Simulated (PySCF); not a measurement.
Dipole response of Rh (rhodium, neutral)

[Kr] 4d8 5s1, high-spin 4F determinant. Computed with PySCF 2.14 in aug-cc-pwCVTZ-PP with ECP28MDF (8s8p7d4f3g, 122 functions), with a scalar-relativistic core potential. Coupled (time-dependent) response in atomic units; α is the mean over directions.

```json
{"method": "M06", "mean α (bohr³)": "53.04", "C₆ (like pair)": "431.2", "S(−4)": "2231"}
```

S(−4) is the Cauchy moment in α(ω) = α(0) + S(−4) ω² + …

Reference α: 66 ± 10 bohr³ (recommended; Schwerdtfeger and Nagle, table of static dipole polarizabilities (2023 update)). Published C₆: 708.0 (Gould and Bucko (2016)).

Spin-orbit coupling is absent.

α(iu) at M06:

```csv
u (hartree),α(iu) (bohr³)
0,53.04
0.0500,48.15
0.100,38.72
0.200,24.54
0.300,17.32
0.500,10.86
0.750,7.336
1.00,5.399
1.50,3.319
2.00,2.255
3.00,1.230
5.00,0.5224
```

Energies and moments cover only the electrons outside the core potential.
